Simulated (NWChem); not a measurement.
System: GaCl2 cation; SMILES [Cl][Ga+][Cl]

NWChem input:

```
start job
memory heap 200 mb stack 900 mb global 1100 mb
charge 1
geometry units angstroms noautosym nocenter noautoz
  Ga     0.000000     0.000000     0.000000
  Cl     0.000000     0.000000     2.041009
  Cl     0.000000     0.000000    -2.041009
end
basis spherical
  * library 6-31g*
end
dft
  xc b3lyp
  iterations 150
end
tddft
  cis
  nroots 6
  notriplet
end
task tddft energy
```

Structure relaxed at the PBE0/def2-SVP level.

Vertical excitations in the gas phase.

Problem. What results follow from this input? (B3LYP/6-31G* (spherical d), TDA.) Quantities: lowest excitation, singlet (eV); oscillator strength of that lowest state; lowest state with f > 0.02, singlet (eV); oscillator strength of that bright state; orbital gap (eV).

Solution. 
```json
{
  "lowest excitation, singlet (eV)": "4.72",
  "oscillator_strength_of_that_lowest_state": "0.000",
  "lowest state with f > 0.02, singlet (eV)": "5.27",
  "oscillator_strength_of_that_bright_state": "0.024",
  "orbital gap (eV)": "5.95"
}
```
